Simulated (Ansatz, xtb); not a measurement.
# Relative energy of two isomers of C8H7N

We compare I, `C#Cc1cccc(N)c1`, a singlet, with II, `C#Cc1ccc(N)cc1`, a singlet. Both are isolated molecules in the gas phase, relaxed with B3LYP/def2-SVP; the shapes shown needn't be the lowest conformers.

I (Å):

```xyz
16

C     0.2902   -3.7652   -0.7794
C     0.2167   -2.5608   -0.6416
C     0.1306   -1.1382   -0.4805
C     0.4086   -0.2798   -1.5638
C     0.3195    1.0998   -1.3772
C    -0.0387    1.6394   -0.1420
C    -0.3213    0.7961    0.9527
C    -0.2305   -0.5951    0.7654
N    -0.7258    1.3222    2.1702
H     0.3544   -4.8297   -0.9020
H     0.6899   -0.7002   -2.5303
H     0.5350    1.7730   -2.2112
H    -0.1063    2.7238   -0.0168
H    -0.4814    2.2882    2.3526
H    -0.6255    0.7237    2.9815
H    -0.4463   -1.2699    1.5972
```

II (Å):

```yaml
atoms:
  - { symbol: C, position_ang: [0.8635, -3.9698, 0.2405] }
  - { symbol: C, position_ang: [0.5947, -2.7861, 0.1778] }
  - { symbol: C, position_ang: [0.2786, -1.3928, 0.1038] }
  - { symbol: C, position_ang: [1.2837, -0.4267, -0.1139] }
  - { symbol: C, position_ang: [0.9787, 0.9272, -0.1882] }
  - { symbol: C, position_ang: [-0.3508, 1.3796, -0.0471] }
  - { symbol: C, position_ang: [-1.3590, 0.4161, 0.1701] }
  - { symbol: C, position_ang: [-1.0494, -0.9368, 0.2437] }
  - { symbol: N, position_ang: [-0.6501, 2.7284, -0.0757] }
  - { symbol: H, position_ang: [1.1010, -5.0149, 0.2964] }
  - { symbol: H, position_ang: [2.3196, -0.7535, -0.2275] }
  - { symbol: H, position_ang: [1.7785, 1.6543, -0.3555] }
  - { symbol: H, position_ang: [-1.6130, 2.9888, -0.2506] }
  - { symbol: H, position_ang: [0.0281, 3.3477, -0.5024] }
  - { symbol: H, position_ang: [-2.3970, 0.7413, 0.2845] }
  - { symbol: H, position_ang: [-1.8465, -1.6645, 0.4111] }
```

Quicker runs give these differences E(II) − E(I): GFN2-xTB −0.29 kcal/mol; HF/STO-3G −0.80 kcal/mol (at GFN2-xTB geometries); r2SCAN-D4/def2-SVP −0.93 kcal/mol (at GFN2-xTB geometries).

Problem. Estimate E(II) − E(I) at the level CCSD(T)/def2-SVP + ΔMP2/def2-TZVPP.

Solution. CCSD(T)/def2-SVP + ΔMP2/def2-TZVPP gives E(II) − E(I) = −0.34 kcal/mol, slightly favouring structure II, which is too small a margin to settle the true order.

How the difference moves with the method:

```json
{"level": "GFN2-xTB", "geometry": "GFN2-xTB", "E(II) − E(I) (kcal/mol)": "−0.29", "departure from the last row (kcal/mol)": "+0.05", "job, with rough time for the two": "optimisation, 0.14 s"}
{"level": "HF/STO-3G", "geometry": "GFN2-xTB", "E(II) − E(I) (kcal/mol)": "−0.80", "departure from the last row (kcal/mol)": "−0.46", "job, with rough time for the two": "single point, 0.66 s"}
{"level": "r2SCAN-D4/def2-SVP", "geometry": "GFN2-xTB", "E(II) − E(I) (kcal/mol)": "−0.93", "departure from the last row (kcal/mol)": "−0.60", "job, with rough time for the two": "single point, 7.2 s"}
{"level": "B3LYP/def2-SVP", "geometry": "B3LYP/def2-SVP", "E(II) − E(I) (kcal/mol)": "−0.97", "departure from the last row (kcal/mol)": "−0.63", "job, with rough time for the two": "optimisation, 60 s"}
{"level": "HF/def2-SVP", "geometry": "B3LYP/def2-SVP", "E(II) − E(I) (kcal/mol)": "−1.11", "departure from the last row (kcal/mol)": "−0.77", "job, with rough time for the two": "part of the CCSD(T) run"}
{"level": "MP2/def2-SVP", "geometry": "B3LYP/def2-SVP", "E(II) − E(I) (kcal/mol)": "−0.09", "departure from the last row (kcal/mol)": "+0.24", "job, with rough time for the two": "part of the CCSD(T) run"}
{"level": "CCSD(T)/def2-SVP", "geometry": "B3LYP/def2-SVP", "E(II) − E(I) (kcal/mol)": "−0.46", "departure from the last row (kcal/mol)": "−0.12", "job, with rough time for the two": "single point"}
{"level": "CCSD(T)/def2-SVP + ΔMP2/def2-TZVPP", "geometry": "B3LYP/def2-SVP", "E(II) − E(I) (kcal/mol)": "−0.34", "departure from the last row (kcal/mol)": "", "job, with rough time for the two": "single point, 3.9 min"}
```

As drawn, both hold the same kinds of bond in the same numbers.

The largest departure from CCSD(T)/def2-SVP + ΔMP2/def2-TZVPP is that of HF/def2-SVP, 0.77 kcal/mol. The last row adds to CCSD(T) the change of the MP2 difference between the two basis sets, here +0.12 kcal/mol.

With thermal terms from frequencies at re-optimised GFN2-xTB minima (ideal gas, soft modes damped towards free rotors, one conformer each, 298.15 K, 1 atm): on the last row, ΔE + ΔZPE = −0.36, ΔH = −0.34, ΔG = −0.35 kcal/mol.

The correlated steps freeze 9 core orbitals. Programs: Ansatz 0.2.0, xtb 6.7.1; the last row on 2 threads of Arm Neoverse V2 on a shared host.
